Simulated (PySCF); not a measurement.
Species: C₇H₇FN (doublet state).
Structure used (GFN2-xTB), in Å, numbered top down from 1:
```xyz
16
C7H7FN angstrom
C     -2.4661   -0.1141    0.0109
C     -0.9830    0.0147    0.0022
C     -0.3359    1.2472    0.1525
C      1.0277    1.3467    0.1549
C      1.8599    0.1906    0.0024
N      3.1505    0.3604    0.0094
C      1.1925   -1.0714   -0.1487
C     -0.1703   -1.1210   -0.1435
F     -0.7818   -2.3197   -0.2901
H     -2.9419    0.8438   -0.1804
H     -2.8004   -0.4782    0.9843
H     -2.7915   -0.8399   -0.7326
H     -0.9411    2.1348    0.2675
H      1.5266    2.2951    0.2699
H      3.6768   -0.5036   -0.1034
H      1.7705   -1.9765   -0.2668
```

The hyperfine couplings belong to this conformer and change with its torsions.

Identity: `Cc1ccc([NH])cc1F` [radical].

Computed with UKS B3LYP, pcH-1 on C F H N, non-relativistic, mean-field spin-orbit, GIAO in PySCF. Isolated species at its GFN2-xTB geometry (one conformer only). A GFN2-xTB geometry isn't a minimum of the functional, and hyperfine couplings can be far from their values at a DFT geometry. The SCF solution wasn't tested for stability. ⟨S²⟩ is 0.787 where a pure state has 0.75.

Largest spin populations (Mulliken): N6 (+0.56), C2 (+0.35), C4 (+0.31) and C7 (+0.27). Four atoms exceed +0.15.

Q: McConnell's relation a(H) = Q·ρ ties the coupling of a proton on a planar π carbon to the spin population of that carbon. What Q do the computed values give?

A: 
```json
{"H": "H13", "C": "C3", "ρ(C)": "-0.158", "a(H) (G)": "+2.81", "a/ρ (G)": "-17.8"}
{"H": "H14", "C": "C4", "ρ(C)": "+0.308", "a(H) (G)": "-7.08", "a/ρ (G)": "-23.0"}
{"H": "H16", "C": "C7", "ρ(C)": "+0.267", "a(H) (G)": "-6.06", "a/ρ (G)": "-22.7"}
```

A least-squares line through the origin gives Q = -22.2 G with Mulliken populations. Where ρ is negative the coupling is positive.

Q: Leave H13 and its like out of the fit. How well does the relation then predict its coupling?

A: The other protons give Q = -22.9 G, so a = -22.9 × -0.158 = 3.62 G, against the computed 2.81 G.

Q: List the C–H protons on four-coordinate carbons next to a three-coordinate spin centre, with their couplings and θ (C–H bond against the normal to the plane of the centre's neighbours, projected along the bond that joins the two).

A: 
```json
{"β H": "H10", "on": "C1", "centre": "C2", "θ (°)": "72", "cos²θ": "0.10", "a (G)": "+2.30"}
{"β H": "H11", "on": "C1", "centre": "C2", "θ (°)": "12", "cos²θ": "0.96", "a (G)": "+19.81"}
{"β H": "H12", "on": "C1", "centre": "C2", "θ (°)": "50", "cos²θ": "0.41", "a (G)": "+9.03"}
```

Fitting the Heller–McConnell form a = ρ(B0 + B2 cos²θ), with Mulliken ρ = 0.35, gives B0 = 1.3 G and B2 = 57.4 G, with a largest miss of 0.2 G. By this fit the coupling would be 20.7 G at θ = 0° and 0.5 G at 90°.

Q: What would the freely rotating methyl group on C1 show?

A: Three equal couplings, a 1:3:3:1 quartet. The mean of the three values of this geometry estimates the splitting: 10.4 G, or 29.1 MHz (three bonds 120° apart have a mean cos²θ of 1/2 at any torsion).

Couplings in gauss use g_iso = 2.0034.

The run took 99 s of wall time (with the writing of density and orbital grids) on one thread of an Arm Neoverse V1, shared host, and the process peaked at 1.1 GiB of memory.
